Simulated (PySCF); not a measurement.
## Finite-field polarisability of Rb (rubidium, neutral)

[Kr] 5s1, 2S determinant. All numbers are calculated (PySCF 2.14, a scalar-relativistic core potential, in def2-QZVPPD with the def2 core potential (28 electrons)). Frozen: nothing. Energy changes in a uniform field (μhartree):

```json
{"axis": "x", "F (au)": "0.00065", "HF": "-100.842", "MP2": "-62.389", "CCSD": "-72.683", "CCSD(T)": "-70.079"}
{"axis": "x", "F (au)": "0.0013", "HF": "-403.774", "MP2": "-250.562", "CCSD": "-291.223", "CCSD(T)": "-280.840"}
```

(1) Derive α along x at CCSD(T) from the two fields.

(2) And the mean polarisability at each level?

## Answers

(1) With ΔE = −αF²/2 − γF⁴/24, α = −(16 ΔE(F) − ΔE(2F))/(6F²) = 331.5 bohr³.

(2) HF 477.2, MP2 294.9, CCSD 343.9, CCSD(T) 331.5 bohr³. Reference: 319.8 ± 0.3 bohr³ (recommended; Schwerdtfeger and Nagle, table of static dipole polarizabilities (2023 update)).
